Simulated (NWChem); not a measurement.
System: C3H7NSi; SMILES CN1C=C[SiH2]1

NWChem input:

```
start job
memory heap 200 mb stack 900 mb global 1100 mb
geometry units angstroms noautoz
  C     -0.243502     2.050404     0.096095
  N     -0.008831     0.686005    -0.277652
  C      1.210323     0.029273    -0.087180
  C      0.997854    -1.306971     0.071933
  Si    -0.800377    -0.899866     0.000496
  H      0.545626     2.701657    -0.317518
  H     -1.199415     2.396999    -0.324437
  H     -0.275817     2.222037     1.191078
  H      2.155974     0.593511    -0.105216
  H      1.729812    -2.107859     0.119798
  H     -1.601368    -0.938560     1.261972
  H     -1.668526    -1.372404    -1.119565
end
basis spherical
  C library def2-svp
  N library def2-svp
  Si library def2-svp
  H library def2-svp
end
dft
  xc xperdew91 perdew91
  iterations 150
  mulliken
end
task dft energy
```

Excerpt of the output:

```
             Northwest Computational Chemistry Package (NWChem) 7.3.0
             --------------------------------------------------------

 C1  symmetry detected

                             Geometry "geometry" -> ""
                             -------------------------

 Output coordinates in angstroms (scale by  1.889725989 to convert to a.u.)

  No.       Tag          Charge          X              Y              Z
 ---- ---------------- ---------- -------------- -------------- --------------
    1 C                    6.0000    -0.19411154     2.04866854     0.11702504
    2 N                    7.0000     0.00945809     0.67982631    -0.25870396
    3 C                    6.0000     1.20697538    -0.01066350    -0.05112474
    4 C                    6.0000     0.95561296    -1.34121556     0.09872913
    5 Si                  14.0000    -0.82944629    -0.88491381    -0.00039020
    6 H                    1.0000     0.61916545     2.67973469    -0.28080060
    7 H                    1.0000    -1.13317143     2.42284318    -0.31760675
    8 H                    1.0000    -0.23979024     2.21689115     1.21206135
    9 H                    1.0000     2.16780545     0.52762193    -0.05124188
   10 H                    1.0000     1.66460768    -2.16195998     0.15512274
   11 H                    1.0000    -1.65188242    -0.90660304     1.24762178
   12 H                    1.0000    -1.69155378    -1.32925566    -1.13654270

 Effective nuclear repulsion energy (a.u.)     221.7840884703

  perdew91 is a nonlocal functional; adding pw91lda local functional.

                                 NWChem DFT Module
                                 -----------------

 Summary of "ao basis" -> "ao basis" (spherical)
 ------------------------------------------------------------------------------
       Tag                 Description            Shells   Functions and Types
 ---------------- ------------------------------  ------  ---------------------
 C                          def2-svp                 6       14   3s2p1d
 N                          def2-svp                 6       14   3s2p1d
 Si                         def2-svp                 8       18   4s3p1d
 H                          def2-svp                 3        5   2s1p

            General Information
            -------------------
          SCF calculation type: DFT
          Wavefunction type:  closed shell.
          No. of atoms     :    12
          No. of electrons :    46
           Alpha electrons :    23
            Beta electrons :    23
          Charge           :     0
          Spin multiplicity:     1
          Use of symmetry is: off; symmetry adaption is: off
          Maximum number of iterations: 150
          AO basis - number of functions:   109
                     number of shells:    53
          Convergence on energy requested:  1.00D-06
          Convergence on density requested:  1.00D-05
          Convergence on gradient requested:  5.00D-04

              XC Information
              --------------
                 Perdew 1991   Exchange Functional  1.000
                Perdew 1991 Correlation Functional  1.000 non-local
            Perdew 1991 LDA Correlation Functional  1.000 local

             Grid Information
             ----------------
          Grid used for XC integration:  medium
          Radial quadrature: Mura-Knowles
          Angular quadrature: Lebedev.
          Tag              B.-S. Rad. Rad. Pts. Rad. Cut. Ang. Pts.
          ---              ---------- --------- --------- ---------
          C                   0.70       49          12.0       434
          N                   0.65       49          10.0       434
          Si                  1.10       88          11.0       590
          H                   0.35       45          13.0       434
          Grid pruning is: on
          Number of quadrature shells:   599
          Spatial weights used:  Erf1

      Superposition of Atomic Density Guess
      -------------------------------------

 Sum of atomic energies:        -459.35211057

      Non-variational initial energy
      ------------------------------

 Total energy =    -462.549383
 1-e energy   =   -1069.271463
 2-e energy   =     384.937992
 HOMO         =      -0.239280
 LUMO         =       0.015465

     ---------------------------------------------
      Total Density - Mulliken Population Analysis
     ---------------------------------------------

    Atom       Charge   Shell Charges
 -----------   ------   -------------------------------------------------------
    1 C    6     6.01   1.99  0.93  0.19  1.94  0.91  0.04
    2 N    7     7.69   1.99  1.03  0.52  2.48  1.64  0.02
    3 C    6     5.74   1.99  0.96  0.25  1.78  0.70  0.06
    4 C    6     6.60   1.99  0.99  0.38  2.13  1.08  0.02
    5 Si  14    13.23   2.00  1.99  0.98  0.25  5.93  1.03  0.82  0.23
    6 H    1     0.92   0.68  0.21  0.02
    7 H    1     0.91   0.68  0.21  0.02
    8 H    1     0.93   0.69  0.22  0.02
    9 H    1     0.92   0.67  0.23  0.02
   10 H    1     0.89   0.65  0.21  0.03
   11 H    1     1.08   0.70  0.37  0.01
   12 H    1     1.09   0.70  0.38  0.01

   convergence    iter        energy       DeltaE   RMS-Dens  Diis-err
 ---------------- ----- ----------------- --------- --------- ---------
 d= 0,ls=0.0,diis     1   -462.3637315628 -6.84D+02  9.72D-03  4.89D-01
 d= 0,ls=0.0,diis     2   -462.3499894589  1.37D-02  7.06D-03  5.36D-01
 d= 0,ls=0.0,diis     3   -462.3934528925 -4.35D-02  4.16D-03  1.99D-01
 d= 0,ls=0.0,diis     4   -462.4137298015 -2.03D-02  1.71D-03  6.21D-02
 d= 0,ls=0.0,diis     5   -462.4214197369 -7.69D-03  3.78D-04  1.34D-03
  Resetting Diis
 d= 0,ls=0.0,diis     6   -462.4215716307 -1.52D-04  1.15D-04  1.76D-04
 d= 0,ls=0.0,diis     7   -462.4215949236 -2.33D-05  8.54D-05  1.63D-05
 d= 0,ls=0.0,diis     8   -462.4215892645  5.66D-06  5.88D-05  5.62D-05
 d= 0,ls=0.0,diis     9   -462.4215968956 -7.63D-06  1.25D-05  2.85D-06
 d= 0,ls=0.0,diis    10   -462.4215972330 -3.37D-07  3.31D-06  1.25D-07

         Total DFT energy =     -462.421597233012
      One electron energy =    -1073.752144466948
           Coulomb energy =      436.146369314248
    Exchange-Corr. energy =      -46.599910550620
 Nuclear repulsion energy =      221.784088470308

 Numeric. integr. density =       46.000010400299

                       DFT Final Molecular Orbital Analysis
                       ------------------------------------

 Vector   21  Occ=2.000000D+00  E=-2.719268D-01
              MO Center= -1.1D-01, -2.6D-01,  2.3D-01, r^2= 3.8D+00
   Bfn.  Coefficient  Atom+Function         Bfn.  Coefficient  Atom+Function
  ----- ------------  ---------------      ----- ------------  ---------------
    34      0.293956   3 C  pz              100     -0.274343  11 H  s
   101     -0.197314  11 H  s                20     -0.195558   2 N  pz
    37      0.192741   3 C  pz               48      0.176332   4 C  pz
    66     -0.137641   5 Si pz               23      0.135547   2 N  pz
   105      0.136075  12 H  s                33      0.124105   3 C  py

 Vector   22  Occ=2.000000D+00  E=-2.629136D-01
              MO Center=  1.9D-01, -7.9D-01, -1.5D-01, r^2= 3.3D+00
   Bfn.  Coefficient  Atom+Function         Bfn.  Coefficient  Atom+Function
  ----- ------------  ---------------      ----- ------------  ---------------
    46      0.339550   4 C  px               64     -0.244669   5 Si px
   105      0.217175  12 H  s                90     -0.200826   9 H  s
    67     -0.178448   5 Si px               32     -0.172084   3 C  px
    49      0.158273   4 C  px               18     -0.154610   2 N  px
   106      0.153754  12 H  s                91     -0.146503   9 H  s

 Vector   23  Occ=2.000000D+00  E=-1.672051D-01
              MO Center=  4.5D-01, -8.5D-02, -4.8D-02, r^2= 2.8D+00
   Bfn.  Coefficient  Atom+Function         Bfn.  Coefficient  Atom+Function
  ----- ------------  ---------------      ----- ------------  ---------------
    20      0.430355   2 N  pz               23     -0.371733   2 N  pz
    48      0.372993   4 C  pz               51      0.327168   4 C  pz
    86      0.165332   8 H  s                85      0.154066   8 H  s
    34      0.150315   3 C  pz               37      0.086697   3 C  pz
     6      0.083354   1 C  pz               17      0.081261   2 N  s

 Vector   24  Occ=0.000000D+00  E=-2.613892D-02
              MO Center=  5.9D-01, -4.4D-01,  3.1D-02, r^2= 3.3D+00
   Bfn.  Coefficient  Atom+Function         Bfn.  Coefficient  Atom+Function
  ----- ------------  ---------------      ----- ------------  ---------------
    37      0.553843   3 C  pz               69     -0.473275   5 Si pz
    34      0.458746   3 C  pz              101      0.407750  11 H  s
    51     -0.389095   4 C  pz               48     -0.303874   4 C  pz
   106     -0.292537  12 H  s                86      0.228973   8 H  s
    23     -0.191239   2 N  pz               20      0.168751   2 N  pz

 Vector   25  Occ=0.000000D+00  E=-1.451735D-02
              MO Center= -8.6D-01, -8.6D-01,  1.0D-02, r^2= 3.7D+00
   Bfn.  Coefficient  Atom+Function         Bfn.  Coefficient  Atom+Function
  ----- ------------  ---------------      ----- ------------  ---------------
    68      0.984301   5 Si py               45      0.806767   4 C  s
    17     -0.622772   2 N  s                 3     -0.302540   1 C  s
    65      0.262664   5 Si py               81      0.248387   7 H  s
    49     -0.234348   4 C  px               67     -0.234059   5 Si px
    31     -0.219710   3 C  s                36      0.202149   3 C  py

[...]
```

Level: PW91/def2-SVP. Structure relaxed at the PBE0/def2-SVP level. No frequency run checked for a minimum.
